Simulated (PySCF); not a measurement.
C2H5Cl2FGeO, singlet, at a GFN2-xTB geometry, atoms displaced at random by about 0.03 Å a coordinate. Base run: TPSS/STO-3G, gradient (PySCF).

Here is a job for PySCF.
```python
from pyscf import gto, scf, dft

mol = gto.M(
    atom='''
C     3.548107   -0.203676   -0.688541
C     2.163927   -0.753502   -0.792932
O     1.229824    0.283744   -0.521921
Ge   -0.410649    0.224448    0.122724
F    -0.597413    1.947165    0.556509
Cl   -1.834137   -0.098197   -1.345992
Cl   -0.644889   -0.940629    1.790713
H     3.672803    0.596256   -1.394056
H     4.272050   -0.986987   -0.998192
H     3.717417    0.085215    0.224742
H     1.908206   -1.111911   -1.829366
H     1.977301   -1.602575   -0.059101
''',
    basis='sto-3g',
    charge=0,
    spin=0,
    verbose=3,
)

mf = dft.RKS(mol)
mf.xc = 'tpss'
mf.kernel()
g = mf.nuc_grad_method()
grad = g.kernel()
```

The coordinate followed is x of atom 10.

Variants of this job, named by their change:

| change | dE/dx (Eh/bohr) | net force (Eh/bohr) |
|---|---|---|
| base | -0.031135 | 0.000099 |
| conv_tol = 1e-4 | -0.031126 | 0.000099 |
| grids.level = 1; grid_response = off | -0.031125 | 0.002313 |
| density fitting = on; auxbasis_response = off | -0.031138 | 0.005809 |
| conv_tol = 1e-11 | -0.031135 | 0.000099 |
| grids.level = 5; grid_response = off | -0.031136 | 0.000043 |
| grids.level = 0; grid_response = off | -0.031551 | 0.060201 |
| finite difference step (bohr) = 1e-3; conv_tol = 1e-11 | -0.031147 | - |
| density fitting = on | -0.031135 | 0.000099 |
| conv_tol = 1e-6 | -0.031135 | 0.000099 |
| finite difference step (bohr) = 0.05; conv_tol = 1e-11 | -0.031072 | - |
| finite difference step (bohr) = 0.2; conv_tol = 1e-11 | -0.029978 | - |

The net force is zero for an exact gradient.
